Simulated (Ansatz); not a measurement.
Relaxation of CH₅BCl₂O₂ (11 atoms, charge 0, multiplicity 1), to a largest force component of 0.03 eV/Å in at most 50 steps.

These are results of RKS B3LYP/6-31G* (Ansatz), not measurements.

```xyz
11
Properties=species:S:1:pos:R:3
B -0.137 -0.402 0.032
O -0.521 -0.823 1.291
H -1.482 -0.752 1.405
Cl 1.526 -0.696 -0.466
Cl -1.349 0.152 -1.143
O 0.306 1.836 1.303
C 1.623 2.327 1.538
H 2.362 1.519 1.615
H 1.887 2.955 0.685
H 1.665 2.937 2.451
H 0.107 1.175 2.009
```

Problem. Where does it end, and by what steps?

Solution. The forces met the threshold. After 15 steps the energy has fallen by 0.082 eV; Cl5 moved furthest, 0.95 Å.

```tsv
step	energy less start (eV)	largest force component (eV/Å)	accepted
0	0.0000	0.793	yes
1	-0.0231	0.531	yes
2	-0.0316	0.300	yes
3	-0.0416	0.232	yes
4	-0.0460	0.150	yes
5	-0.0534	0.248	yes
6	-0.0584	0.281	yes
7	-0.0640	0.190	yes
8	-0.0681	0.236	yes
9	-0.0667	0.302	no
10	-0.0746	0.129	yes
11	-0.0771	0.177	yes
12	-0.0791	0.207	yes
13	-0.0807	0.101	yes
14	-0.0815	0.064	yes
15	-0.0822	0.020	yes
```

```xyz
11
Properties=species:S:1:pos:R:3
B -0.062 -0.314 0.235
O -0.926 -0.901 1.093
H -1.801 -0.484 1.060
Cl 1.569 -1.036 0.105
Cl -0.635 0.771 -1.078
O 0.473 1.341 1.719
C 1.457 2.321 1.368
H 2.393 1.855 1.036
H 1.034 2.897 0.543
H 1.656 2.994 2.211
H 0.831 0.785 2.430
```

Run time: 31 s on 4 threads of AMD EPYC 7R43 64-Core Processor (Zen 3), on a shared host, peak memory 0.28 GiB.
